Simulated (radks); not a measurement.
Q: All-electron atom: Bi in [Hg] 6p3. Method: scalar-relativistic Kohn-Sham, r2SCAN, spin-polarised, spherical densities, finite nucleus; open shells are filled with parallel spins first (spin-orbit coupling, left out, can overturn this in heavy ions); meta-GGA in the generalised Kohn-Sham scheme; Fermi nuclear charge, rms radius 5.5211 fm; computed with a radial shooting solver on a logarithmic mesh with Libxc functionals. Some entries of the table are withheld. Estimate them.

| orbital | occ. | eigenvalue (hartree) | <r> (bohr) |
|---|---|---|---|
| 1s up | 1 | -3334.170 | 0.01580 |
| 1s down | 1 | -3334.168 | 0.01580 |
| 2s down | 1 | -600.2027 | 0.06648 |
| 2s up | 1 | -600.2027 | 0.06648 |
| 2p up | 3 | -513.4744 | 0.06055 |
| 2p down | 3 | -513.4734 | 0.06055 |
| 3s up | 1 | -145.3239 | 0.1715 |
| 3s down | 1 | -145.3233 | 0.1715 |
| 3p up | 3 | -120.4404 | 0.1736 |
| 3p down | 3 | -120.4396 | 0.1736 |
| 3d up | 5 | -95.35779 | 0.1575 |
| 3d down | 5 | -95.35698 | 0.1575 |
| 4s up | 1 | -33.61510 | 0.3770 |
| 4s down | 1 | -33.61341 | 0.3770 |
| 4p up | 3 | -25.42772 | 0.4022 |
| 4p down | 3 | -25.42600 | 0.4022 |
| 4d up | 5 | -16.01015 | 0.4223 |
| 4d down | 5 | -16.00816 | 0.4223 |
| 5s up | 1 | -5.89766 | 0.8336 |
| 5s down | 1 | -5.89219 | 0.8341 |
| 4f up | 7 | -5.66029 | 0.4411 |
| 4f down | 7 | -5.65792 | 0.4411 |
| 5p up | 3 | -3.60086 | 0.9496 |
| 5p down | 3 | -3.59790 | 0.9498 |
| 5d up | 5 | -1.01650 | (1) |
| 5d down | 5 | -1.00703 | (2) |
| 6s up | 1 | -0.57464 | (3) |
| 6s down | 1 | -0.49244 | (4) |
| 6p up | 3 | (5) | 2.985 |
| 6p down | 0 | (6) | 2.893 |

A: 
(1) 5d up <r> (bohr): 1.241
(2) 5d down <r> (bohr): 1.226
(3) 6s up <r> (bohr): 2.213
(4) 6s down <r> (bohr): 2.138
(5) 6p up eigenvalue (hartree): -0.20357
(6) 6p down eigenvalue (hartree): -0.09383
